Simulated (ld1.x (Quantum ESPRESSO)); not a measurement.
## Before and after: TM potential for S

```json
{
  "Element": "S",
  "Generator": "ld1.x (Quantum ESPRESSO) 7.5",
  "Type": "norm-conserving Troullier–Martins (Kleinman–Bylander form)",
  "Functional": "PBE",
  "Relativity": "non-relativistic",
  "Frozen core": "[Ne]",
  "Valence charge": "6",
  "Reference configuration": "3s2 3p4",
  "Partial waves": "3p (bound): rc 1.55 bohr; 3s (bound): rc 1.45 bohr",
  "Local potential": "the s channel",
  "Core correction": "none"
}
```

Change: local potential the p channel.

Cutoffs: the cutoffs (Ry, on a coarse ladder) from which the occupation-weighted sum of valence levels, in a spherical-Bessel basis at the reference potential, stays within 10 and 1 mRy of its value at 400 Ry; they do not see the model core or the augmentation charge, which bear on the density cutoff. Errors are all-electron minus pseudo energies relative to the spin-unpolarised reference configuration.

Q: How do hardness, ghosts and transferability respond?

A: The potential gets neither clearly harder nor softer (40 Ry and 60 Ry → 35 Ry and 60 Ry); of the 7 tests that both files solve, the error grows in 1 and shrinks in 2 by more than 15 % and 0.3 meV (median size 1.7 → 2.1 meV); neither file shows a bound ghost.

```csv
quantity,base,changed
"cutoff, loose",40 Ry,35 Ry
"cutoff, tight",60 Ry,60 Ry
bound ghosts,none,none
"error for 3s2 3p3, meV [ΔE 11.78 eV]",+2.7,+2.2
"error for 3s2 3p2, meV [ΔE 34.08 eV]",+19,+16
"error for 3s2 3p1, meV [ΔE 68.13 eV]",+67,+62
"error for 3s1 3p5, meV [ΔE 10.18 eV]",+0.1,0.0
"error for 3s0 3p6, meV [ΔE 20.48 eV]",-1.7,-2.1
"error for 3s2 3p4.3, meV [ΔE -1.71 eV]",+0.1,+0.1
"error for 3s2 3p3.5, meV [ΔE 4.67 eV]",+0.5,+0.4
s: phases at 1.71 bohr within 0.05 rad from the reference energy up to (Ry; the scan ends near 5),to the end of the scan,to the end of the scan
p: phases at 1.71 bohr within 0.05 rad from the reference energy up to (Ry; the scan ends near 5),to the end of the scan,to the end of the scan
```
